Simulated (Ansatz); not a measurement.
Consider the formal exchange of groups at the Si–N bond: `N[SiH2]BF` + `NCC1CC1` → `NC[SiH2]BF` + `NC1CC1`.

Calculated with Ansatz (gas phase, PBE0-D4/def2-TZVP geometries, no zero-point term in ΔE). CCSD(T)/CBS adds triple-zeta CCSD(T) − MP2 to the extrapolated MP2 energy (def2 sets, frozen cores). DFT in def2-TZVPP. B3LYP here is the variant with VWN-RPA as its local correlation; programs differ in this. Each species was taken in one conformer, which may not be the lowest.

`N[SiH2]BF`:

```xyz
9

N     1.302    0.564    0.631
Si   -0.314    0.593    0.031
B    -0.717   -1.239   -0.756
F    -1.798   -1.413   -1.499
H     1.724    1.397    1.008
H     1.632   -0.253    1.120
H    -0.412    1.667   -0.997
H    -1.377    0.903    1.045
H    -0.038   -2.220   -0.584
```

`NCC1CC1`:

```xyz
14

N     0.176    2.042   -0.738
C     0.515    0.633   -0.859
C    -0.425   -0.330   -0.181
C    -0.281   -0.583    1.289
C     0.080   -1.653    0.302
H     0.062    2.285    0.240
H    -0.715    2.227   -1.184
H     0.585    0.394   -1.925
H     1.521    0.488   -0.449
H    -1.442   -0.317   -0.564
H     0.531   -0.084    1.807
H    -1.175   -0.717    1.885
H    -0.567   -2.517    0.221
H     1.133   -1.869    0.156
```

`NC[SiH2]BF`:

Z-matrix (Å, degrees):
```
C
Si 1 1.886
N 1 1.458 2 111.1
H 1 1.096 2 106.9 3 -118.6
H 1 1.102 2 108.7 3 127.4
B 2 2.036 1 113.4 3 -176.2
H 2 1.496 1 109.1 3 -56.3
H 2 1.491 1 111.0 3 61.0
H 3 1.012 1 111.0 2 60.0
H 3 1.012 1 111.2 2 179.1
F 6 1.325 2 120.6 1 1.5
H 6 1.204 2 123.8 1 -178.6
```

`NC1CC1`:

Z-matrix (Å, degrees):
```
C
C 1 1.495
C 1 1.495 2 60.2
N 1 1.432 2 116.9 3 107.1
H 1 1.090 2 115.8 3 -106.2
H 2 1.083 1 118.4 3 108.3
H 2 1.082 1 116.3 3 -107.5
H 3 1.083 1 118.4 2 -108.4
H 3 1.083 1 116.3 2 107.5
H 4 1.012 1 111.1 2 -154.3
H 4 1.012 1 111.1 2 85.9
```

| level | ΔE (kcal/mol) | difference from CCSD(T)/CBS |
| --- | --- | --- |
| PBE-D4 | 19.8 | -3.1 |
| r2SCAN-D4 | 22.0 | -0.9 |
| PBE0-D4 | 20.8 | -2.1 |
| B3LYP-D4 | 21.7 | -1.2 |
| ωB97X-V | 21.6 | -1.3 |
| ωB97M-V | 21.9 | -1.0 |
| B2PLYP | 22.5 | -0.4 |
| PBE | 19.7 | -3.2 |
| r2SCAN | 21.9 | -1.0 |
| PBE0 | 20.7 | -2.2 |
| B3LYP | 21.5 | -1.4 |
| HF/def2-TZVPP | 23.8 | 0.9 |
| MP2/def2-TZVPP | 23.8 | 0.9 |
| SCS-MP2/def2-TZVPP | 23.6 | 0.7 |
| CCSD/def2-TZVPP | 22.7 | -0.2 |
| CCSD(T)/def2-TZVPP | 22.5 | -0.4 |
| HF/def2-QZVPP | 24.0 | 1.1 |
| MP2/def2-QZVPP | 24.1 | 1.2 |
| SCS-MP2/def2-QZVPP | 23.8 | 0.9 |
| HF/CBS(def2) | 24.0 | 1.1 |
| MP2/CBS(def2) | 24.1 | 1.2 |
| CCSD/CBS(def2) | 23.1 | 0.2 |
| CCSD(T)/CBS | 22.9 | 0 |

Largest T1 diagnostic among the species: 0.013.

From PBE to PBE0 (25 % exact exchange), in def2-TZVPP and without D4, ΔE moves by +1.0 kcal/mol.
